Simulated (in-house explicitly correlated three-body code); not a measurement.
The numbers below are computed, except where a source is named.
## Two electrons around a charge Z: functional-driven and density-driven errors

The exact non-relativistic ground state comes from a variational code in 260 exponentially correlated functions, the Kohn-Sham parts from inverting its density (past Z = 6 the correlation energy is taken as exact minus Hartree-Fock, equal to within microhartrees), and self-consistent runs (Hartree-Fock is restricted) from a B-spline radial code. Z may be fractional; the second electron is bound down to Z = 0.911.

The total error of a self-consistent run is the error on the exact density (functional-driven) plus the energy gained by relaxing to the functional's own density (density-driven, never positive). «Unbound» marks a run whose level isn't bound or that didn't converge.

```json
{"Z": "1.13", "revTPSS functional (mEh)": "-5.96", "revTPSS density (mEh)": "unbound", "r2SCAN functional (mEh)": "+0.14", "r2SCAN density (mEh)": "unbound", "PBE functional (mEh)": "+2.02", "PBE density (mEh)": "unbound"}
{"Z": "1.52", "revTPSS functional (mEh)": "-7.52", "revTPSS density (mEh)": "-0.15", "r2SCAN functional (mEh)": "-0.60", "r2SCAN density (mEh)": "-0.20", "PBE functional (mEh)": "+6.07", "PBE density (mEh)": "-0.77"}
{"Z": "2.06", "revTPSS functional (mEh)": "-8.22", "revTPSS density (mEh)": "-0.15", "r2SCAN functional (mEh)": "-1.01", "r2SCAN density (mEh)": "-0.26", "PBE functional (mEh)": "+12.47", "PBE density (mEh)": "-0.96"}
{"Z": "2.74", "revTPSS functional (mEh)": "-8.53", "revTPSS density (mEh)": "-0.18", "r2SCAN functional (mEh)": "-1.32", "r2SCAN density (mEh)": "-0.29", "PBE functional (mEh)": "+20.98", "PBE density (mEh)": "-1.09"}
{"Z": "3.68", "revTPSS functional (mEh)": "?", "revTPSS density (mEh)": "?", "r2SCAN functional (mEh)": "?", "r2SCAN density (mEh)": "?", "PBE functional (mEh)": "?", "PBE density (mEh)": "?"}
{"Z": "4.6", "revTPSS functional (mEh)": "?", "revTPSS density (mEh)": "?", "r2SCAN functional (mEh)": "?", "r2SCAN density (mEh)": "?", "PBE functional (mEh)": "?", "PBE density (mEh)": "?"}
{"Z": "6.2", "revTPSS functional (mEh)": "-8.53", "revTPSS density (mEh)": "-0.23", "r2SCAN functional (mEh)": "-2.05", "r2SCAN density (mEh)": "-0.31", "PBE functional (mEh)": "+66.01", "PBE density (mEh)": "-1.33"}
{"Z": "8.4", "revTPSS functional (mEh)": "-8.38", "revTPSS density (mEh)": "-0.24", "r2SCAN functional (mEh)": "-2.27", "r2SCAN density (mEh)": "-0.31", "PBE functional (mEh)": "+94.92", "PBE density (mEh)": "-1.39"}
```

(1) What belongs in the row Z = 4.6?

(2) What belongs in the row Z = 3.68?

(3) Which part of the error is larger?

Results:

(1) revTPSS functional (mEh): -8.62; revTPSS density (mEh): -0.21; r2SCAN functional (mEh): -1.80; r2SCAN density (mEh): -0.31; PBE functional (mEh): +45.04; PBE density (mEh): -1.27.

(2) revTPSS functional (mEh): -8.63; revTPSS density (mEh): -0.20; r2SCAN functional (mEh): -1.61; r2SCAN density (mEh): -0.30; PBE functional (mEh): +33.06; PBE density (mEh): -1.20.

(3) revTPSS: functional-driven -8.38, density-driven -0.24 mEh at Z = 8.4; r2SCAN: functional-driven -2.27, density-driven -0.31 mEh at Z = 8.4; PBE: functional-driven +94.92, density-driven -1.39 mEh at Z = 8.4. The density-driven part is second order in the error of the density, so it stays small unless the second electron is loosely bound.
